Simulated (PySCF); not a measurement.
**Electron correlation in Mo (molybdenum, neutral)**

[Kr] 4d5 5s1, high-spin 7S determinant. Computed with PySCF 2.14 in ANO-RCC-VTZP (7s6p4d2f1g, 68 functions), with the spin-free X2C one-electron Hamiltonian (Gaussian nucleus). Frozen: [Kr]; 6 electrons correlated.

| level | correlation energy (mhartree) |
| --- | --- |
| CCSD | -87.59 |
| (T) | -2.17 |
| CCSD(T) | -89.76 |

Diagnostics: T1 = 0.010, D1 = 0.0320, largest double amplitude 0.027.

Cost of the coupled-cluster step: about 2.8 core-seconds, for 6 correlated electrons.

Iterations:

```
CC2 = 0
CCSD nocc = (np.int64(6), np.int64(0)), nmo = (50, 50)
frozen orbitals [[0, 1, 2, 3, 4, 5, 6, 7, 8, 9, 10, 11, 12, 13, 14, 15, 16, 17], [0, 1, 2, 3, 4, 5, 6, 7, 8, 9, 10, 11, 12, 13, 14, 15, 16, 17]]
max_cycle = 100
direct = 0
conv_tol = 1e-08
conv_tol_normt = 1e-06
diis_space = 8
diis_start_cycle = 0
Init t2, MP2 energy = -0.0796131196601075
Init E_corr(UCCSD) = -0.0796131196857287
cycle = 1  E_corr(UCCSD) = -0.0862488943073728  dE = -0.00663577462  norm(t1,t2) = 0.0284461
cycle = 2  E_corr(UCCSD) = -0.0871832426607207  dE = -0.000934348353  norm(t1,t2) = 0.0112508
cycle = 3  E_corr(UCCSD) = -0.0876227764121078  dE = -0.000439533751  norm(t1,t2) = 0.00537989
cycle = 4  E_corr(UCCSD) = -0.0875841669984876  dE = 3.86094136e-05  norm(t1,t2) = 0.000404002
cycle = 5  E_corr(UCCSD) = -0.0875857890473527  dE = -1.62204887e-06  norm(t1,t2) = 6.1428e-05
cycle = 6  E_corr(UCCSD) = -0.0875861115457066  dE = -3.22498354e-07  norm(t1,t2) = 7.04841e-06
cycle = 7  E_corr(UCCSD) = -0.0875861350155751  dE = -2.34698685e-08  norm(t1,t2) = 2.18528e-06
cycle = 8  E_corr(UCCSD) = -0.0875861459404783  dE = -1.09249032e-08  norm(t1,t2) = 3.98271e-07
cycle = 9  E_corr(UCCSD) = -0.0875861454581312  dE = 4.82347037e-10  norm(t1,t2) = 6.86731e-08
UCCSD converged
E(UCCSD) = -4046.164171970595  E_corr = -0.08758614545813123
UCCSD(T) correction = -0.00217162383058127
```
